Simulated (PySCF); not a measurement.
## From a computed spectrum to the compound

A species of 7 atoms with charge -1 has these harmonic modes (PBE0, small Gaussian bases with core potentials, PySCF 2.14.0):

```tsv
cm⁻¹	km/mol
46	11.5
60	11.9
88	3.9
138	44.9
174	0.7
182	0.5
256	26.8
258	33.8
259	56.1
578	0.1
610	11.4
614	11.4
2707	10.9
2708	17.9
2708	21.5
```

(1) Which species is it, and in which structure?

Results:

(1) [Hg(SH)3]− (singlet):
```xyz
7

Hg    0.0000    0.0000   -0.0002
S     2.4517   -0.5108    0.0002
H     2.8188    0.7897    0.0079
S    -0.7835    2.3786    0.0002
H    -2.0933    2.0464    0.0079
S    -1.6682   -1.8678    0.0002
H    -0.7256   -2.8360    0.0079
```
Ideal gas at 298.15 K and 1 bar: S = 407.3 J/(mol K), Cp = 116.6 J/(mol K), H − H(0 K) = 26.1 kJ/mol (rigid rotor, harmonic modes, spin degeneracy alone; the modes under 60 cm⁻¹ make these uncertain). The run didn't use the full symmetry, so degenerate modes split by noise. 
 This is one of several that fit.
